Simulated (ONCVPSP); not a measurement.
# Transferability test, ONCV potential for silver (Ag)

* Element: Ag
* Generator: ONCVPSP 4.0.1
* Type: optimised norm-conserving Vanderbilt (ONCV)
* Functional: Wu-Cohen
* Relativity: fully relativistic
* Frozen core: [Ar] 3d10 4s2
* Valence charge: 17
* Reference configuration: 4p6 4d9 5s2
* Partial waves: 5s: rc 2.65 bohr, ncon 3, nbas 8, qcut 2.5 1/bohr, 2 projectors, debl 3.5 Ha; 4p: rc 1.45 bohr, ncon 4, nbas 7, qcut 10.3 1/bohr, 1 projector; 4d: rc 2.44 bohr, ncon 3, nbas 8, qcut 10.3 1/bohr, 1 projector
* Local potential: polynomial inside 1.20 bohr (lpopt 5, dvloc0 0 Ha)
* Core correction: none

Open shells are filled in proportion to 2j + 1.

Energies are relative to the spin-unpolarised reference configuration 4p6 4d9 5s2; without spin polarisation the order of configurations can differ from experiment.

(1) Give the all-electron excitation energy and the error of the potential for: 4p6 4d10 5s1; 4p6 4d10 5s0; 4p6 4d9 5s0; 4p6 4d10 5s0 5p1.

Note: ghosts flagged at negative energy: s at -31.3 eV, d3/2 at -1985.2 eV; GHOST(+) flags only above 600 eV. A true bound ghost makes a file unfit for plane-wave use.

Answers

(1)

```json
{"valence configuration": "4p6 4d10 5s1", "charge": "0", "ΔE all-electron (eV)": "-4.050", "error AE − PS (meV)": "+39"}
{"valence configuration": "4p6 4d10 5s0", "charge": "+1", "ΔE all-electron (eV)": "3.683", "error AE − PS (meV)": "+57"}
{"valence configuration": "4p6 4d9 5s0", "charge": "+2", "ΔE all-electron (eV)": "25.812", "error AE − PS (meV)": "-45"}
{"valence configuration": "4p6 4d10 5s0 5p1", "charge": "0", "ΔE all-electron (eV)": "-0.083", "error AE − PS (meV)": "+81"}
```

These tests converged, but a pseudo level misses the all-electron one widely, so the file describes the atom poorly there or has found another state: 4p6 4d10 5s0 5p1: empty 5s by 5.5 eV.
